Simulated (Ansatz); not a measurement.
Results of the Gaussian-basis code of Ansatz.

A structure relaxed at PBE0-D4/def2-TZVP, charge 0, multiplicity 1:

Cartesian coordinates in Å:
```
C -0.8685 0.7676 1.8528
Zn 0.1595 0.1182 0.3483
C 1.1479 -0.5377 -1.2260
F 1.6390 -1.8339 -1.0422
S 0.1475 -0.4190 -2.7114
H -0.7661 1.8510 1.9509
H -1.9295 0.5376 1.7296
H -0.5266 0.3076 2.7828
H 2.0126 0.0912 -1.4619
H -1.0157 -0.8826 -2.2229
```

**Question.** Give its formula and SMILES.

**Answer.** C2H5FSZn, `[CH3][Zn][CH](F)S`.

**Question.** Summarise the bond lengths by kind.

**Answer.** 2 × C–Zn 1.934 to 1.971 Å; 4 × C–H 1.092 to 1.095 Å; 1 × C–F 1.398 Å; 1 × C–S 1.795 Å; 1 × H–S 1.344 Å.
